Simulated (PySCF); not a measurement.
Sn(H)2(F)(NH2) (FH₄NSn), SMILES [NH2][SnH2][F].

Coordinates come from a PBE0-D3(BJ)/def2-SVP optimisation. The def2 effective core potentials stand for the cores of Sn; spin–orbit coupling is left out. Other conformers were not sampled.

Calculation: PySCF with IEF-PCM-ωB97X/def2-SVP.

The values are the electrostatic part of the solvation free energy, E(continuum) − E(gas) at the gas-phase geometry, in a cavity of scaled van der Waals radii (PySCF's table); cavitation and dispersion terms are not included. A continuum can't describe solvent molecules that bind to the metal. In vacuum the orbital gap is 12.21 eV. The dipole moment in vacuum is 1.83 D.

Problem. Estimate the values in water (ε = 78.36), ethanol (ε = 24.85), chlorobenzene (ε = 5.70). (Estimate from the structure and the level; the computed values follow.)

Solution. 
```tsv
solvent	ε	ΔG(elec) (kcal/mol)	dipole (D)	gap (eV)
water	78.36	-6.7	2.15	12.18
ethanol	24.85	-6.4	2.14	12.18
chlorobenzene	5.70	-5.1	2.09	12.18
```
